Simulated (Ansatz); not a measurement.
C₈H₁₆N₂O (relaxed from a model of 1-butyl-3-methylimidazolium hydroxide, whose bonding it doesn't keep): single points at one geometry.

```yaml
crystal:
  periodic: [false, false, false]
  atoms:
    - {symbol: C, position_ang: [-3.637919, -0.708737, 0.991332]}
    - {symbol: C, position_ang: [-2.508078, 0.143265, 0.412601]}
    - {symbol: C, position_ang: [-1.955007, -0.411710, -0.904180]}
    - {symbol: C, position_ang: [-0.792363, 0.387500, -1.507764]}
    - {symbol: N, position_ang: [0.420660, 0.377533, -0.699071]}
    - {symbol: C, position_ang: [0.660467, 1.235615, 0.374071]}
    - {symbol: C, position_ang: [2.035889, 0.946829, 0.864576]}
    - {symbol: N, position_ang: [2.224838, -0.398060, 0.284742]}
    - {symbol: C, position_ang: [3.495129, -1.073680, 0.400412]}
    - {symbol: C, position_ang: [1.355481, -0.578647, -0.771679]}
    - {symbol: H, position_ang: [-4.493090, -0.791028, 0.286300]}
    - {symbol: H, position_ang: [-4.027008, -0.281704, 1.938542]}
    - {symbol: H, position_ang: [-3.291946, -1.741679, 1.210642]}
    - {symbol: H, position_ang: [-2.868087, 1.183773, 0.241804]}
    - {symbol: H, position_ang: [-1.672494, 0.234219, 1.140411]}
    - {symbol: H, position_ang: [-1.622652, -1.464332, -0.758715]}
    - {symbol: H, position_ang: [-2.764803, -0.448716, -1.668197]}
    - {symbol: H, position_ang: [-0.529637, -0.015835, -2.507072]}
    - {symbol: H, position_ang: [-1.084827, 1.448783, -1.652819]}
    - {symbol: H, position_ang: [0.177516, 2.219438, 0.394510]}
    - {symbol: H, position_ang: [2.195832, 0.905820, 1.968259]}
    - {symbol: H, position_ang: [3.408557, -2.109534, 0.013157]}
    - {symbol: H, position_ang: [3.787170, -1.128410, 1.469894]}
    - {symbol: H, position_ang: [4.312400, -0.550316, -0.145746]}
    - {symbol: H, position_ang: [1.303114, -1.468822, -1.405944]}
    - {symbol: O, position_ang: [3.071774, 1.888312, 0.458611]}
    - {symbol: H, position_ang: [2.799074, 2.200114, -0.428676]}
basis:
  gaussian: {orbitals: def2-TZVP, initial_orbitals: start.molden}
hamiltonian: {xc: r2scan, dispersion: d4}
scf: {omitted_lower_state_checks: [starts]}
output: {orbitals: {seedname: orbitals}}
```

The file start.molden holds the orbitals of an earlier run on this structure, at another level or in another basis.

```sh
$ ansatz run in.yaml --threads 4 --pin off --events-out ev --progress --plain --max-ram 6963MiB
```

It prints (some lines left out):

```
Functional definition: r2SCAN
2605 factors; their error is unknown
mean field evaluation 1: about -13579.3798 eV, gradient 7.1e0 eV
mean field evaluation 2: about -13579.4639 eV, gradient 8.0e-2 eV
mean field evaluation 4: about -13579.3909 eV, gradient 1.0e-3 eV
mean field -13579.39085661 eV, -499.0334095388 hartree, gradient 1.2e-5 eV, S^2 0.000000; 0 other end points of the search recorded, 0 dependent functions left out
reference -13579.39087449 eV, -499.0334101959 hartree; 43, 43 occupied and 394, 394 virtual orbitals, 2605 factors
Total energy: -13579.59013547 eV, -499.0407329018 hartree
Checks for a lower state left out: starts
```

Run time 11 s (4 threads of AMD EPYC 7R43 on a shared host), peak host memory 1.1 GiB.

As the first input, with `gaussian: {orbitals: def2-SVP, initial_orbitals: start.molden}`, `hamiltonian: {xc: pbe, dispersion: d4}` (abridged; 2.9 s):

```
Functional definition: PBE
mean field -13555.27027069 eV, -498.1469943558 hartree, gradient 9.2e-6 eV, S^2 0.000000
Total energy: -13555.96517553 eV, -498.1725316377 hartree
Checks for a lower state left out: starts
```

The first input with `hamiltonian: {xc: lda}` (abridged; 4 s):

```
Functional definition: SPW92
mean field -13469.16323182 eV, -494.9826190425 hartree, gradient 2.4e-5 eV, S^2 0.000000
Total energy: -13469.16329057 eV, -494.9826212015 hartree
Checks for a lower state left out: starts
```

As the first input, with `hamiltonian: {xc: pbe0, dispersion: d4}`, `output: {forces: true, orbitals: {seedname: orbitals}}` (abridged; 21 s):

```
Functional definition: PBE0
mean field -13571.22696278 eV, -498.7333919740 hartree, gradient 2.1e-5 eV, S^2 0.000000
Total energy: -13571.81920819 eV, -498.7551565914 hartree
Atom 0 force    -0.203784    -0.193283     0.073351 eV/Å
Atom 1 force     0.200397     0.305399     0.100566 eV/Å
Atom 2 force    -0.096142    -0.304087    -0.090339 eV/Å
Atom 3 force    -0.002603     0.192585    -0.238749 eV/Å
Atom 4 force     0.702398    -0.561146     0.224170 eV/Å
Atom 5 force     0.066202     0.031712    -0.273774 eV/Å
Atom 6 force    -0.054219    -0.276831     0.193190 eV/Å
Atom 7 force    -0.240258     0.267647    -0.287346 eV/Å
Atom 8 force     0.285895    -0.113727    -0.001333 eV/Å
Atom 9 force    -0.434540     0.536886     0.343604 eV/Å
Atom 10 force     0.429152     0.056507     0.330123 eV/Å
Atom 11 force     0.220724    -0.191647    -0.485013 eV/Å
Atom 12 force    -0.147629     0.522224    -0.116641 eV/Å
Atom 13 force     0.147382    -0.517887     0.072750 eV/Å
Atom 14 force    -0.438291    -0.079284    -0.360506 eV/Å
Atom 15 force    -0.161405     0.520935    -0.050736 eV/Å
Atom 16 force     0.393888     0.047637     0.364274 eV/Å
Atom 17 force    -0.123009     0.170663     0.509417 eV/Å
Atom 18 force     0.154784    -0.516850     0.104516 eV/Å
Atom 19 force     0.274900    -0.540762    -0.046351 eV/Å
Atom 20 force    -0.105593     0.029211    -0.634439 eV/Å
Atom 21 force     0.007687     0.539521     0.189444 eV/Å
Atom 22 force    -0.190820     0.039217    -0.535300 eV/Å
Atom 23 force    -0.459303    -0.275999     0.267612 eV/Å
Atom 24 force     0.033611     0.530005     0.346293 eV/Å
Atom 25 force    -0.513094    -0.049171    -0.659599 eV/Å
Atom 26 force     0.253671    -0.169475     0.660820 eV/Å
Dipole moment:    -0.309661    -0.420394    -0.534186 e Å
Checks for a lower state left out: starts
```

As the first input, with `gaussian: {orbitals: STO-3G}`, `hamiltonian: {xc: hf}` (abridged; 0.55 s):

```
Functional definition: HF
mean field -13327.43689862 eV, -489.7742723629 hartree, gradient 1.7e-5 eV, S^2 0.000000
Total energy: -13327.43689862 eV, -489.7742723629 hartree
Checks for a lower state left out: starts
```

Geometry: PBE-D4/def2-SVP.

The restricted singlet is unstable towards broken spin symmetry in Hartree–Fock (as tested in another run); at HF/STO-3G this wasn't settled.
